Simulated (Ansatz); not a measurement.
CH4ClGeN (`N=[C](Cl)[GeH3]`), relaxed with RKS PBE-D4/def2-SVP in Ansatz from a rough embedded geometry. The force threshold is 0.03 eV/Å; the program also tests the step.

Total charge 0; spin multiplicity 1.

Start:

```xyz
8

N     0.846   -1.592   -0.362
C     0.224   -0.811    0.429
Cl   -0.101   -1.383    2.027
Ge   -0.376    0.863   -0.070
H     1.058   -1.225   -1.371
H     0.826    1.816   -0.489
H    -1.357    0.781   -1.274
H    -1.120    1.550    1.111
```

```json
{"step": "1", "energy (eV)": "-71602.0990", "largest force (eV/Å)": "3.346", "largest move (Å)": "0.000"}
{"step": "2", "energy (eV)": "-71602.3906", "largest force (eV/Å)": "1.246", "largest move (Å)": "0.084"}
{"step": "3", "energy (eV)": "-71602.4358", "largest force (eV/Å)": "0.667", "largest move (Å)": "0.071"}
{"step": "4", "energy (eV)": "-71602.4516", "largest force (eV/Å)": "0.594", "largest move (Å)": "0.065"}
{"step": "5 (rejected)", "energy (eV)": "-71602.4513", "largest force (eV/Å)": "0.401", "largest move (Å)": "0.029"}
{"step": "6", "energy (eV)": "-71602.4597", "largest force (eV/Å)": "0.208", "largest move (Å)": "0.015"}
{"step": "7", "energy (eV)": "-71602.4617", "largest force (eV/Å)": "0.049", "largest move (Å)": "0.028"}
{"step": "8", "energy (eV)": "-71602.4621", "largest force (eV/Å)": "0.009", "largest move (Å)": "0.026"}
{"step": "9", "energy (eV)": "-71602.4627", "largest force (eV/Å)": "0.122", "largest move (Å)": "0.062"}
{"step": "10 (rejected)", "energy (eV)": "-71602.4603", "largest force (eV/Å)": "0.546", "largest move (Å)": "0.198"}
{"step": "11", "energy (eV)": "-71602.4648", "largest force (eV/Å)": "0.237", "largest move (Å)": "0.095"}
{"step": "12", "energy (eV)": "-71602.4673", "largest force (eV/Å)": "0.362", "largest move (Å)": "0.097"}
{"step": "13", "energy (eV)": "-71602.4722", "largest force (eV/Å)": "0.411", "largest move (Å)": "0.121"}
{"step": "14", "energy (eV)": "-71602.4833", "largest force (eV/Å)": "0.324", "largest move (Å)": "0.108"}
{"step": "15", "energy (eV)": "-71602.4870", "largest force (eV/Å)": "0.443", "largest move (Å)": "0.195"}
{"step": "16", "energy (eV)": "-71602.5072", "largest force (eV/Å)": "0.440", "largest move (Å)": "0.130"}
{"step": "17", "energy (eV)": "-71602.5134", "largest force (eV/Å)": "0.037", "largest move (Å)": "0.070"}
{"step": "18", "energy (eV)": "-71602.5143", "largest force (eV/Å)": "0.005", "largest move (Å)": "0.040"}
{"step": "19", "energy (eV)": "-71602.5147", "largest force (eV/Å)": "0.026", "largest move (Å)": "0.053"}
```

End:

```xyz
8

N     0.576   -1.823   -0.402
C     0.363   -0.824    0.345
Cl    0.749   -0.967    2.080
Ge   -0.364    0.978   -0.077
H     0.309   -1.613   -1.378
H     0.695    2.044    0.290
H    -0.669    1.007   -1.600
H    -1.657    1.198    0.743
```

Run time 44 s (4 threads of a server CPU on a shared host); peak host memory 0.16 GiB.
